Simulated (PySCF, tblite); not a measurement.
Calculations on `[SiH3]C[C@H]1[CH]O[SiH2]O1` [radical], in the order of a workflow; each names the level of the geometry that it ran on. Settings lines and outputs come from a driver script.

Species: C3H9O2Si2 (doublet state).
SMILES with atom numbers: `[SiH3:1][CH2:2][C@H:3]1[CH:4][O:5][SiH2:6][O:7]1` (hydrogens: H8, H9, H10 on Si1; H11, H12 on C2; H13 on C3; H14 on C4; H15, H16 on Si6)

Step 1: GFN2-xTB geometry optimisation, gas phase (tblite 0.8.0) (from a force-field or distance-geometry start)
```json
{"job": {"kind": "relax", "xc": "GFN2-xTB", "basis": "xTB"}, "charge": 0, "multiplicity": 2}
```
```
step      E/eV     max force
  0    -615.72048    1.628
  1    -615.83539    0.945
  2    -615.88666    0.385
...
121    -616.00711    0.021
122    -616.00718    0.021
123    -616.00723    0.014
124    -616.00727    0.010
125    -616.00729    0.008
```

Energy lowered by 6.6 kcal/mol over 125 steps; largest atomic force 0.008 eV/Å at the end. «max force» is the largest atomic force in eV/Å.

Time: 0.88 s of wall time. Hardware: one thread, Arm Neoverse V1 (aarch64), shared host with 32 logical CPUs at a one-minute load of 23.

Step 2: GFN2-xTB harmonic vibrations, gas phase (tblite 0.8.0) (on the GFN2-xTB geometry)
```json
{"job": {"kind": "ir", "xc": "GFN2-xTB", "basis": "xTB"}, "charge": 0, "multiplicity": 2}
```
```
(table of modes left out)
```

42 modes from 55 to 3103 cm⁻¹ (unscaled, harmonic); zero-point energy 67.8 kcal/mol; all wavenumbers are real at this level.

Hardware: one thread, Arm Neoverse V1 (aarch64), no GPU, shared host with 32 logical CPUs at a one-minute load of 23. Cost: 0.58 s.

Step 3: UKS B3LYP, pcH-1 on C H O Si, non-relativistic, mean-field spin-orbit, GIAO (PySCF 2.14.0) (on the GFN2-xTB geometry)
```json
{"job": {"kind": "epr", "basis": "pcH-1"}, "charge": 0, "multiplicity": 2}
```
```
...
E = -849.20206771 Eh   <S^2> = 0.7534 (exact 0.7500)
g shifts (ppm)      1          2          3
  rmc          -192       -192       -192
  gc             -3         14         31
  oz_so          67       1272       1781
  total        -128       1094       1620
hyperfine (MHz)  atom isotope    a_iso     a_fc   dipolar eigenvalues
    0  29Si      -6.99      -7.01     -3.31      1.60      1.72
    1   13C      56.53      56.54     -4.62     -4.27      8.89
    2   13C     -18.33     -18.34     -2.07     -1.35      3.42
    3   13C     156.74     156.78    -77.67    -76.49    154.16
    4   17O     -23.57     -23.60    -59.89     29.23     30.66
    5  29Si       3.44       3.44     -1.63      0.39      1.24
    6   17O       0.43       0.43     -1.11      0.31      0.80
    7    1H       3.45       3.45     -0.83     -0.40      1.23
    8    1H      -0.91      -0.91     -0.92     -0.60      1.52
    9    1H      -0.35      -0.35     -1.00     -0.59      1.59
   10    1H      -1.37      -1.37     -5.42     -1.76      7.18
   11    1H      -3.00      -3.00     -3.77     -2.19      5.96
   12    1H      70.39      70.39     -5.55     -4.67     10.21
   13    1H     -32.62     -32.65    -35.36     -1.78     37.14
   14    1H       2.77       2.77     -2.10     -1.90      4.00
...
```

⟨S²⟩ 0.753; g_iso 2.0032. rmc, gc and oz_so are the mass-correction, gauge-correction and orbital-Zeeman/spin–orbit parts of the g shift along its three principal axes; a_iso is the isotropic hyperfine coupling and a_fc its Fermi-contact part. The log counts atoms from 0, this text from 1.

The run took 1.9 min of wall time (with the writing of density and orbital grids) on one thread, Arm Neoverse V1 (aarch64), no GPU, shared host, and the process peaked at 1.0 GiB of memory.

Geometry of the electronic-property runs (GFN2-xTB):
```
atom  x, y, z in Å
Si1   -2.102   -0.287   -0.775
C2    -0.939   -0.636    0.693
C3     0.089    0.496    0.757
C4     1.338    0.116    1.473
O5     2.402   -0.014    0.644
Si6    2.025    0.486   -0.887
O7     0.464    0.846   -0.561
H8    -3.273   -1.156   -0.607
H9    -1.451   -0.602   -2.044
H10   -2.529    1.110   -0.725
H11   -0.418   -1.583    0.543
H12   -1.470   -0.701    1.641
H13   -0.389    1.380    1.205
H14    1.346   -0.495    2.357
H15    2.743    1.701   -1.226
H16    2.157   -0.653   -1.783
```

 (This holds for the electronic-property runs.)

One conformer stands for the species.
